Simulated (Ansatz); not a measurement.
Geometry optimisation, RKS PBE-D4/def2-SVP in Ansatz 0.2.0.

The input (input.yaml):

```yaml
crystal:
  periodic: [false, false, false]
  atoms:
    - { symbol: Ga, position_ang: [0.153487, 0.630854, -0.287522] }
    - { symbol: O, position_ang: [-0.475894, -0.201655, 2.500455] }
    - { symbol: H, position_ang: [-1.222193, -0.380788, 1.882053] }
    - { symbol: H, position_ang: [1.469534, -0.12313, -0.650916] }
    - { symbol: "N", position_ang: [-1.551042, -0.009999, -0.53612] }
    - { symbol: H, position_ang: [-1.732721, -0.82113, -1.13215] }
    - { symbol: H, position_ang: [-2.337221, 0.643798, -0.573765] }
    - { symbol: S, position_ang: [0.064796, 2.666311, 0.700835] }
    - { symbol: H, position_ang: [1.406116, 2.701185, 0.933292] }
    - { symbol: H, position_ang: [-0.41416, 0.789453, 2.438238] }
basis:
  gaussian: { orbitals: def2-SVP }
hamiltonian:
  xc: pbe
  dispersion: d4
relax:
  f_tol: 0.03
  max_steps: 50
```

Launched with:

```bash
$ ansatz run input.yaml --threads 4 --pin off --max-ram 5120MiB --backend cpu --events-out ev --progress --plain --runs-dir out
```

Problem. Where does it end, and by what steps?

Solution. It converged. After 12 steps the energy has fallen by 0.372 eV; O2 moved furthest, 0.51 Å. Joined: Ga1–O2 (2.98 → 2.17 Å).

| step | energy less start (eV) | largest force component (eV/Å) | accepted |
| --- | --- | --- | --- |
| 0 | 0.0000 | 0.555 | yes |
| 1 | -0.0857 | 1.245 | yes |
| 2 | -0.2461 | 1.298 | yes |
| 3 | -0.2644 | 0.996 | yes |
| 4 | -0.3324 | 0.331 | yes |
| 5 | -0.3296 | 0.701 | no |
| 6 | -0.3507 | 0.073 | yes |
| 7 | -0.3606 | 0.177 | yes |
| 8 | -0.3628 | 0.456 | yes |
| 9 | -0.3675 | 0.368 | yes |
| 10 | -0.3720 | 0.033 | yes |
| 11 | -0.3720 | 0.066 | no |
| 12 | -0.3724 | 0.013 | yes |

```xyz
10
Properties=species:S:1:pos:R:3
Ga 0.159 0.595 0.070
O -0.380 -0.253 1.998
H -1.244 -0.367 1.468
H 1.442 -0.171 -0.400
N -1.621 -0.023 -0.274
H -1.714 -0.792 -0.949
H -2.293 0.702 -0.551
S 0.099 2.791 0.587
H 1.447 2.883 0.760
H -0.534 0.532 2.563
```

Whether the end is a true minimum wasn't checked by a vibrational analysis.

The run took 19 s on 4 threads of Arm Neoverse V1 (shared host), peak memory 0.17 GiB.
